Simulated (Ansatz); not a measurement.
`F[SiH](Cl)[GeH3]` + H₂ → `F[SiH2][GeH3]` + HCl at 400 K and 1 bar (hydrogenolysis of the Si–Cl bond).

Computed with Ansatz on PBE0-D4/def2-TZVP structures; ΔE is electronic, products minus reactants. CBS: MP2 limit from def2 TZ/QZ plus the TZ coupled-cluster correction, frozen cores. This one scheme is used for every species. For Ge outer-core shells are correlated without core-valence functions, which leaves a few kJ/mol of doubt a bond. Scalar relativity is left out up to krypton.

```csv
species,CCSD(T)/CBS energy (Eh),H − E (kJ/mol),S (J/(mol·K))
`F[SiH](Cl)[GeH3]`,-2927.27769,128.8,389.3
H₂,-1.17544,38.0,139.0
`F[SiH2][GeH3]`,-2468.03899,140.7,353.3
HCl,-460.38127,29.6,195.4
```

H − E and S are ideal-gas, rigid-rotor, harmonic terms from PBE0-D4/def2-TZVP, for one conformer and one mirror image of each species. The MP2-based limit puts H₂ 0.8 mEh under its directly extrapolated value; such offsets cancel only in part. 1 Eh = 2625.50 kJ/mol, R = 8.31446 J/(mol·K).

Question: By hand: ΔE, ΔH, ΔS and ΔG.

Answer: ΔE = (-2468.03899) + (-460.38127) − (-2927.27769) − (-1.17544) = 0.03287 Eh = 86.3 kJ/mol. Δ(H − E) = 140.7 + 29.6 − 128.8 − 38.0 = 3.5, so ΔH = 89.8 kJ/mol. ΔS = 353.3 + 195.4 − 389.3 − 139.0 = 20.4 J/(mol·K). ΔG = 89.8 − 400 × (20.4)/1000 = 81.6 kJ/mol.

Question: By hand: the equilibrium constant, and the temperature at which ΔG would vanish if ΔH and ΔS stayed fixed.

Answer: log₁₀ K = −ΔG/(RT ln 10) = -10.7. ΔG = 0 at ΔH/ΔS = 4402 K, far beyond where these terms or the molecules hold.

ΔH outweighs TΔS. A doubt of 5 kJ/mol in ΔE shifts log₁₀ K by 0.7 here. Other conformers and mirror images would add mixing entropy, several J/(mol·K) or more a flexible species. These are equilibria of isolated gas molecules and say nothing of rates. Largest T1 diagnostic: 0.012 (customary marks: 0.02 for closed shells, 0.045 for open ones).
